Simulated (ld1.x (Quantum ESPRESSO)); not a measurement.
u(r) = r·R(r): atom against pseudo-atom (H (Z = 1))

Columns: radius, all-electron u(r) and pseudo u(r) of the 1s shell (level -6.49 eV) of hydrogen in the configuration 1s1; PBE, scalar-relativistic, PAW scheme, ld1.x (Quantum ESPRESSO) 7.5.

```
r (bohr)  all-electron  pseudo
   0.078        0.1384  0.0889
   0.155        0.2543  0.1750
   0.232        0.3518  0.2577
   0.310        0.4342  0.3367
   0.388        0.5020  0.4094
   0.465        0.5565  0.4740
   0.542        0.6002  0.5306
   0.620        0.6349  0.5794
   0.698        0.6612  0.6194
   0.775        0.6801  0.6504
   0.852        0.6929  0.6732
   0.930        0.7006  0.6887
   1.008        0.7036  0.6974
   1.085        0.7027  0.7000
   1.162        0.6985  0.6978
   1.240        0.6914  0.6916
   1.318        0.6820  0.6823
   1.395        0.6707  0.6709
   1.472        0.6578  0.6579
   1.550        0.6435  0.6435
   1.628        0.6280  0.6280
   1.705        0.6119  0.6119
   1.782        0.5952  0.5952
   1.860        0.5778  0.5778
   1.938        0.5602  0.5602
   2.015        0.5425  0.5425
```

Task: How many radial nodes do the two functions have?

Result: The all-electron 1s function has n − l − 1 = 0; the pseudo-wave has 0.

Task: At about which radius was the pseudo-wave matched?

Result: 1.55 bohr. The columns agree to 0.0005 from 1.24 bohr on; several derivatives are matched, so the curves merge somewhat inside the radius.

Task: Is the pseudo-wave norm-conserving?

Result: No, it belongs to a PAW set: the norm inside the radius is not constrained, and the difference is carried by the augmentation charge.
